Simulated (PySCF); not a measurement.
**A survey of ¹⁹F NMR shifts**

[PySCF: geometry: GFN2-xTB; shielding tensors at PBE0/pcSseg-1 (GIAO); no relativistic terms; one computed conformer; one averaged value for each set of equivalent atoms; in vacuum]

Shieldings were converted by a linear fit to measured shifts: ¹⁹F (scatter 6.0 ppm rms, 7.0 ppm with the 5 outliers that the fit left out vs CFCl3, solution or neat liquid, with a term for F on sp3 carbon). Occasional misses reach two or three times the rms, and more in compound classes unlike the fitted ones.

Task: Give the ¹⁹F shifts of `FC(F)[C@@H]1CCC[Si@H]1CCl`.

Result: 
```tsv
compound	environment	δ (ppm)
[F:1][CH:2]([F:3])[C@@H:4]1[CH2:5][CH2:6][CH2:7][Si@H:8]1[CH2:9][Cl:10]	F1: fluorine of a CF2 group	-105.0
[F:1][CH:2]([F:3])[C@@H:4]1[CH2:5][CH2:6][CH2:7][Si@H:8]1[CH2:9][Cl:10]	F3: fluorine of a CF2 group	-116.5
```

Task: Match the shifts -41.2, -53.6, -216.2 ppm to `CC(C)CF`, `C[SiH2][Si@H](C(C)C)C(F)(F)F`, `C/C(F)=P\c1cccs1`.

Result: -41.2: C/C(F)=P\c1cccs1 (fluorine bonded to C); -53.6: C[SiH2][Si@H](C(C)C)C(F)(F)F (fluorine of a CF3 group); -216.2: CC(C)CF (fluorine on an sp3 carbon).
